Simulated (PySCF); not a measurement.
Ni(OH)2 holds Ni(II), d8, at total charge 0. The structure is a model geometry with rigid ligands and bond lengths from ionic radii, not a minimum; coordination linear, point group C2h, metal–donor distances 1.78 Å.

Method (PySCF 2.14, density fitting): CASSCF(8,5) with orbitals averaged over all microstates of the shell, strongly contracted NEVPT2 on the averaged canonical orbitals; basis x2c-TZVPall on the metal, x2c-SVPall elsewhere; spin-free X2C; gas phase; spin-orbit coupling by state interaction with the mean-field operator over all roots.

CASSCF energies above the lowest CASSCF root:

```json
{"state": "3Bg", "CASSCF / cm⁻¹": "0"}
{"state": "3Bg", "CASSCF / cm⁻¹": "647"}
{"state": "3Ag", "CASSCF / cm⁻¹": "1056"}
{"state": "3Bg", "CASSCF / cm⁻¹": "2600"}
{"state": "3Ag", "CASSCF / cm⁻¹": "2601"}
{"state": "3Bg", "CASSCF / cm⁻¹": "4241"}
{"state": "3Ag", "CASSCF / cm⁻¹": "4285"}
{"state": "1Ag", "CASSCF / cm⁻¹": "15637"}
{"state": "1Ag", "CASSCF / cm⁻¹": "15924"}
{"state": "1Bg", "CASSCF / cm⁻¹": "15971"}
{"state": "1Bg", "CASSCF / cm⁻¹": "16457"}
{"state": "1Ag", "CASSCF / cm⁻¹": "17539"}
{"state": "3Bg", "CASSCF / cm⁻¹": "18398"}
{"state": "3Ag", "CASSCF / cm⁻¹": "19648"}
{"state": "1Ag", "CASSCF / cm⁻¹": "22594"}
{"state": "1Bg", "CASSCF / cm⁻¹": "22620"}
{"state": "1Ag", "CASSCF / cm⁻¹": "23722"}
{"state": "1Bg", "CASSCF / cm⁻¹": "24596"}
{"state": "1Ag", "CASSCF / cm⁻¹": "25600"}
{"state": "3Bg", "CASSCF / cm⁻¹": "27232"}
{"state": "1Bg", "CASSCF / cm⁻¹": "29123"}
{"state": "1Ag", "CASSCF / cm⁻¹": "29147"}
```

Question: How does dynamic correlation (SC-NEVPT2) move these states?

Answer: 
```json
{"state": "3Bg", "NEVPT2 / cm⁻¹": "0", "shift / cm⁻¹": "0"}
{"state": "3Bg", "NEVPT2 / cm⁻¹": "1309", "shift / cm⁻¹": "+661"}
{"state": "3Ag", "NEVPT2 / cm⁻¹": "2538", "shift / cm⁻¹": "+1483"}
{"state": "3Bg", "NEVPT2 / cm⁻¹": "5395", "shift / cm⁻¹": "+2795"}
{"state": "3Ag", "NEVPT2 / cm⁻¹": "5402", "shift / cm⁻¹": "+2801"}
{"state": "3Bg", "NEVPT2 / cm⁻¹": "6731", "shift / cm⁻¹": "+2490"}
{"state": "3Ag", "NEVPT2 / cm⁻¹": "6857", "shift / cm⁻¹": "+2572"}
{"state": "1Ag", "NEVPT2 / cm⁻¹": "14403", "shift / cm⁻¹": "-1234"}
{"state": "1Ag", "NEVPT2 / cm⁻¹": "14180", "shift / cm⁻¹": "-1744"}
{"state": "1Bg", "NEVPT2 / cm⁻¹": "14299", "shift / cm⁻¹": "-1672"}
{"state": "1Bg", "NEVPT2 / cm⁻¹": "15258", "shift / cm⁻¹": "-1200"}
{"state": "1Ag", "NEVPT2 / cm⁻¹": "17296", "shift / cm⁻¹": "-243"}
{"state": "3Bg", "NEVPT2 / cm⁻¹": "17146", "shift / cm⁻¹": "-1253"}
{"state": "3Ag", "NEVPT2 / cm⁻¹": "18803", "shift / cm⁻¹": "-845"}
{"state": "1Ag", "NEVPT2 / cm⁻¹": "21360", "shift / cm⁻¹": "-1234"}
{"state": "1Bg", "NEVPT2 / cm⁻¹": "21858", "shift / cm⁻¹": "-763"}
{"state": "1Ag", "NEVPT2 / cm⁻¹": "23200", "shift / cm⁻¹": "-522"}
{"state": "1Bg", "NEVPT2 / cm⁻¹": "23927", "shift / cm⁻¹": "-669"}
{"state": "1Ag", "NEVPT2 / cm⁻¹": "25556", "shift / cm⁻¹": "-44"}
{"state": "3Bg", "NEVPT2 / cm⁻¹": "28470", "shift / cm⁻¹": "+1238"}
{"state": "1Bg", "NEVPT2 / cm⁻¹": "29541", "shift / cm⁻¹": "+418"}
{"state": "1Ag", "NEVPT2 / cm⁻¹": "29588", "shift / cm⁻¹": "+441"}
```

NEVPT2 lifts 3Ag from 2601 to 5402 cm⁻¹; on the d shell alone such lifts tend to overshoot.
